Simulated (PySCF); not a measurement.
Compound: BBiH5P.
Bonds: P1–B2, B2–Bi3. Hydrogens: H4, H5 on P1; H6 on B2; H7, H8 on Bi3.

Computed, not measured: PBE0-D3(BJ)/def2-SVP geometry optimisation, gas phase, def2 core potentials past Kr in PySCF 2.14.0.

(1) List the bond lengths and angles at this level.

Results:

(1) 
```json
{"bond": "P1–B2", "length (bohr)": "3.492", "order": "single"}
{"bond": "B2–Bi3", "length (bohr)": "4.416", "order": "single"}
{"bond": "P1–H4, P1–H5", "length (bohr)": "2.679", "order": "single"}
{"bond": "B2–H6", "length (bohr)": "2.283", "order": "single"}
{"bond": "Bi3–H7, Bi3–H8", "length (bohr)": "3.396", "order": "single"}
```

Bonds in one row agree within 0.02 bohr and their mean is given. Orders are formal, as drawn. A selection of angles:
```json
{"angle": "B2–P1–H4", "degrees": "107.0"}
{"angle": "H4–P1–H5", "degrees": "101.2"}
{"angle": "P1–B2–Bi3", "degrees": "122.9"}
{"angle": "P1–B2–H6", "degrees": "118.4"}
{"angle": "Bi3–B2–H6", "degrees": "117.0"}
{"angle": "B2–Bi3–H7", "degrees": "93.3"}
{"angle": "B2–Bi3–H8", "degrees": "88.7"}
{"angle": "H7–Bi3–H8", "degrees": "91.2"}
```

B2 (three-coordinate boron) is almost planar (angles 122.9°, 118.4° and 117.0°, sum 358.4°, 0.12 Å off the plane of its three neighbours). Bi3 (bismuth bonded to B and 2 H) is pyramidal (angles 93.3°, 91.2° and 88.7°, sum 273.2°, 1.10 Å off the plane of its three neighbours). P1 (three-coordinate phosphorus) is pyramidal (angles 107.6°, 107.0° and 101.2°, sum 315.7°, 0.61 Å off the plane of its three neighbours).

No frequency check. One conformer, not necessarily the lowest (H–P1–B2–Bi3 46° and 154°, P1–B2–Bi3–H -35° and -126°).
